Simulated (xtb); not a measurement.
CH8F2Si3, SMILES [Si@@H](F)([SiH2]CF)[SiH3]. All values are semi-empirical tight-binding results from xtb (GFN2-xTB unless named), good for trends rather than for accurate numbers. Coordinates come from a GFN2-xTB optimisation. The structure was generated by enumeration; whether it is a known compound was not checked. The values are those of a single conformer.

### Question
Estimate the properties. (An estimate is asked for; the answer gives what the named calculation found.)

### Answer

```json
{
  "orbital_gap": "3.72 eV",
  "dipole_moment": "0.96 D",
  "zero_point_energy": "50.1 kcal/mol",
  "G − E(el) at 298.15 K (modified RRHO)": "26.6 kcal/mol",
  "static polarisability (D4 model)": "100.6 bohr³",
  "solvation energy, GFN2-xTB/ALPB(water)": "-1.5 kcal/mol",
  "solvation energy, GFN2-xTB/ALPB(chcl3)": "-4.9 kcal/mol"
}
```
